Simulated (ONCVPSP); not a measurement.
# u(r) = r·R(r): atom against pseudo-atom (caesium (Cs))

Columns: radius, all-electron u(r) and pseudo u(r) of the 5p shell (level -13.52 eV) of caesium in the configuration [Kr] 4d10 5s2 5p6 6s1; PBE, scalar-relativistic, ONCV scheme, ONCVPSP 4.0.1.

```json
{"r (bohr)": "0.163", "all-electron": "0.1852", "pseudo": "0.0151"}
{"r (bohr)": "0.325", "all-electron": "0.0511", "pseudo": "0.0588"}
{"r (bohr)": "0.488", "all-electron": "-0.3364", "pseudo": "0.1289"}
{"r (bohr)": "0.650", "all-electron": "-0.3617", "pseudo": "0.2194"}
{"r (bohr)": "0.813", "all-electron": "-0.1365", "pseudo": "0.3242"}
{"r (bohr)": "0.975", "all-electron": "0.1524", "pseudo": "0.4335"}
{"r (bohr)": "1.138", "all-electron": "0.4086", "pseudo": "0.5388"}
{"r (bohr)": "1.300", "all-electron": "0.5960", "pseudo": "0.6299"}
{"r (bohr)": "1.463", "all-electron": "0.7160", "pseudo": "0.7005"}
{"r (bohr)": "1.625", "all-electron": "0.7772", "pseudo": "0.7451"}
{"r (bohr)": "1.788", "all-electron": "0.7939", "pseudo": "0.7630"}
{"r (bohr)": "1.950", "all-electron": "0.7784", "pseudo": "0.7558"}
{"r (bohr)": "2.113", "all-electron": "0.7412", "pseudo": "0.7277"}
{"r (bohr)": "2.275", "all-electron": "0.6912", "pseudo": "0.6845"}
{"r (bohr)": "2.438", "all-electron": "0.6340", "pseudo": "0.6313"}
{"r (bohr)": "2.600", "all-electron": "0.5748", "pseudo": "0.5740"}
{"r (bohr)": "2.763", "all-electron": "0.5157", "pseudo": "0.5156"}
{"r (bohr)": "2.925", "all-electron": "0.4596", "pseudo": "0.4596"}
{"r (bohr)": "3.088", "all-electron": "0.4068", "pseudo": "0.4068"}
{"r (bohr)": "3.250", "all-electron": "0.3587", "pseudo": "0.3586"}
{"r (bohr)": "3.413", "all-electron": "0.3147", "pseudo": "0.3147"}
{"r (bohr)": "3.575", "all-electron": "0.2755", "pseudo": "0.2755"}
{"r (bohr)": "3.738", "all-electron": "0.2403", "pseudo": "0.2403"}
{"r (bohr)": "3.900", "all-electron": "0.2094", "pseudo": "0.2093"}
{"r (bohr)": "4.063", "all-electron": "0.1819", "pseudo": "0.1819"}
{"r (bohr)": "4.225", "all-electron": "0.1579", "pseudo": "0.1579"}
```

How many radial nodes do the two functions have?

The all-electron 5p function has n − l − 1 = 3 (the table is too coarse to show those close to the nucleus); the pseudo-wave has 0, since the states of the same l below it are removed with the core.

At about which radius was the pseudo-wave matched?

3.00 bohr. The columns agree to 0.0005 from 2.76 bohr on; several derivatives are matched, so the curves merge somewhat inside the radius.

Is the pseudo-wave norm-conserving?

Yes: the ONCV scheme keeps the norm inside the radius equal to the all-electron one, which fixes the energy derivative of the logarithmic derivative at the level.
